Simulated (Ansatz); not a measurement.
Two isomers of C3H6ClFSi: A = `C[C@]1(Cl)[SiH2][C@@H]1F`, B = `C=CC[SiH](F)Cl`.

Computed with Ansatz on PBE0-D4/def2-TZVP structures; ΔE is electronic, products minus reactants. CCSD(T)/CBS adds triple-zeta CCSD(T) − MP2 to the extrapolated MP2 energy (def2 sets, frozen cores). Functionals use def2-TZVPP. B3LYP here is the variant with VWN-RPA as its local correlation; programs differ in this. Each species was taken in one conformer, which may not be the lowest.

(1) Which is lower in electronic energy at CCSD(T)/CBS, and by how much? (Estimate.)

(2) Give E(B) − E(A) in kJ/mol with CCSD/def2-TZVPP, B3LYP-D4, B2PLYP, r2SCAN-D4, ωB97M-V, PBE0-D4, HF/def2-TZVPP. (An estimate is asked.)

Largest T1 diagnostic: 0.012.

Answers

(1) Computed: B, by 454.6 kJ/mol.

(2) Computed: CCSD/def2-TZVPP -457.7, B3LYP-D4 -447.7, B2PLYP -455.5, r2SCAN-D4 -437.9, ωB97M-V -442.7, PBE0-D4 -424.9, HF/def2-TZVPP -495.5. None reverses the order clearly.

In def2-TZVPP, CCSD(T) changes the Hartree–Fock value by +44.8 kJ/mol (the triples alone add +7.0 kJ/mol) and MP2 by +38.6 kJ/mol. From PBE to PBE0 (25 % exact exchange), in def2-TZVPP and without D4, E(B) − E(A) moves by −13.9 kJ/mol.
